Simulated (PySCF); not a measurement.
C₄H₄, SMILES C=C1C=C1.

Coordinates come from a B3LYP-D3(BJ)/def2-SVP optimisation.

All values below come from r2SCAN/def2-TZVPD run with PySCF.

Symmetry labels are those of the subgroup C2v that the program uses (full group C2v).

Computed valence orbital energies around the gap with their symmetry:
```json
[
 {"orbital": "HOMO−7", "symmetry": "B2", "energy (eV)": "-15.21"},
 {"orbital": "HOMO−6", "symmetry": "A1", "energy (eV)": "-14.46"},
 {"orbital": "HOMO−5", "symmetry": "A1", "energy (eV)": "-12.02"},
 {"orbital": "HOMO−4", "symmetry": "B2", "energy (eV)": "-10.57"},
 {"orbital": "HOMO−3", "symmetry": "B1", "energy (eV)": "-9.83"},
 {"orbital": "HOMO−2", "symmetry": "A1", "energy (eV)": "-9.35"},
 {"orbital": "HOMO−1", "symmetry": "B2", "energy (eV)": "-7.53"},
 {"orbital": "HOMO", "symmetry": "B1", "energy (eV)": "-5.13"},
 {"orbital": "LUMO", "symmetry": "A2", "energy (eV)": "-1.48"},
 {"orbital": "LUMO+1", "symmetry": "B1", "energy (eV)": "0.78"},
 {"orbital": "LUMO+2", "symmetry": "A1", "energy (eV)": "0.81"},
 {"orbital": "LUMO+3", "symmetry": "A1", "energy (eV)": "1.28"}
]
```
